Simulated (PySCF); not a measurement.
**Structure revision by computed shifts**

A compound C6H11NOSi gives the data below (simulated from a calculation) and was assigned the structure `CC/C=C/CO[SiH2]C#N`.

¹³C{¹H} NMR (computed): δ 152.3 (CH), 119.6 (C), 103.2 (CH), 53.5 (CH2), 15.5 (CH2), -9.7 (CH3).

¹H NMR (400 MHz, computed): δ 6.57 (d, 1H), 4.39 (m, 1H), 4.21 (s, 2H), 4.12 (m, 2H), 1.54 (m, 2H), 0.10 (t, 3H).

PySCF calculation with coordinates at the GFN2-xTB level and shieldings: GIAO PBE0/pcSseg-1; in vacuum, single conformer, rapidly exchanging positions averaged, non-relativistic.

Scale: ¹H (σ = 31.72 ppm), ¹³C (σ = 186.93 ppm) against TMS (reference shieldings calculated alike).

Q: Compare with the shifts computed for the proposed structure, pairing carbons in order of shift.

A: Structure with atom numbers: `[CH3:1][CH2:2]/[CH:3]=[CH:4]/[CH2:5][O:6][SiH2:7][C:8]#[N:9]`; H(Xn) means a hydrogen on atom n.

| atom | computed for proposal | given list | difference |
| --- | --- | --- | --- |
| C3 | 139.6 | 152.3 | -12.7 |
| C4 | 131.9 | 119.6 | +12.3 |
| C8 | 124.4 | 103.2 | +21.2 |
| C5 | 67.7 | 53.5 | +14.2 |
| C2 | 32.1 | 15.5 | +16.6 |
| C1 | 17.5 | -9.7 | +27.2 |

The rms difference is 18.2 ppm and the largest +27.2 ppm at C1 (methyl carbon). The carbon types in order of shift don't match either: CH, CH, C, CH2, CH2, CH3 for the proposal against CH, C, CH, CH2, CH2, CH3 in the data. The proposal doesn't fit.

Q: Which isomer fits?

A: SMILES C[SiH2]C/C=C/OCC#N.

Carbon types of the structure: 1 × C, 2 × CH, 2 × CH2, 1 × CH3, leaving 2 H on heteroatoms. δC 152.3: alkene carbon bearing oxygen; an sp2 carbon further deshielded by the attached heteroatom. δC 119.6: nitrile carbon; typical of a nitrile. δC 103.2: β carbon of an enol-ether or enamine type C=C; the O or N lone pair pushes π density onto this β carbon and shields it. δH 1.54: hydrogen on an allylic sp3 CH2 bonded to Si; allylic position.

This is the structure that produced the data.

Shifts are as computed. Against solution values, carbons near 30 ppm lie about +3 ppm off and those near 130 ppm about +5 ppm. Of 1211 compounds with measured shifts, 218 miss one by over three times the rms of a fit or turn the order of signals round; such compounds aren't used in these exercises. No couplings were computed; multiplicities are counted from neighbouring protons, with m where these are inequivalent, close in shift, in a saturated or five-membered ring or joined by F or P, and br s for small geminal =CH2 splittings.
